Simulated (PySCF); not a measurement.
H3AlO3, charge +1, doublet, at a GFN2-xTB geometry (such geometries of metal compounds can be far from the true shape) (a state made from the parent by changing its charge; the spin is typed, not shown lowest). Base run: PBE/cc-pVDZ (PySCF).

PySCF was given this input:
```python
from pyscf import gto, scf, dft, solvent

mol = gto.M(
    atom='''
Al    0.000000   -0.000000   -0.000000
O    -1.249260   -1.063120   -0.125058
H    -1.976298   -1.681829   -0.197838
O    -0.049204    1.426881   -0.817377
H    -0.077840    2.257289   -1.293069
O     1.298464   -0.363761    0.942435
H     2.054137   -0.575460    1.490908
''',
    basis='cc-pvdz',
    charge=1,
    spin=1,
    verbose=3,
)

mf = dft.UKS(mol)
mf.xc = 'pbe'
mf.kernel()
```

Each row names what was changed in the base input (with any setting that the change needs).

```
change                                                            ΔE vs base (kcal/mol)
----------------------------------------------------------------  ---------------------
base                                                                              0.000
model = IEF-PCM; solvent = toluene                                               -35.94
model = IEF-PCM; solvent = dimethylsulfoxide; lebedev_order = 41                 -61.14
model = ddCOSMO; solvent = dimethylsulfoxide                                     -54.09
model = IEF-PCM; solvent = dimethylsulfoxide; vdw_scale = 1.4                    -52.99
model = IEF-PCM; solvent = dimethylsulfoxide; lebedev_order = 11                 -60.90
model = IEF-PCM; solvent = dimethylsulfoxide; vdw_scale = 1.0                     -77.3
model = IEF-PCM; solvent = dimethylsulfoxide; vdw_scale = 1.1                     -67.5
model = IEF-PCM; solvent = dichloromethane                                       -55.38
model = IEF-PCM; solvent = dimethylsulfoxide                                     -61.11
model = IEF-PCM; solvent = dimethylsulfoxide; r_probe = 0.5                      -48.58
model = IEF-PCM; solvent = 2-propanol                                            -59.18
```

The base is the gas phase, so ΔE is the electrostatic part of solvation at a fixed geometry, without cavity and dispersion terms.

Open shells are given as the SCF converged; they aren't shown to be the lowest states, and a large step between rows can be another state.
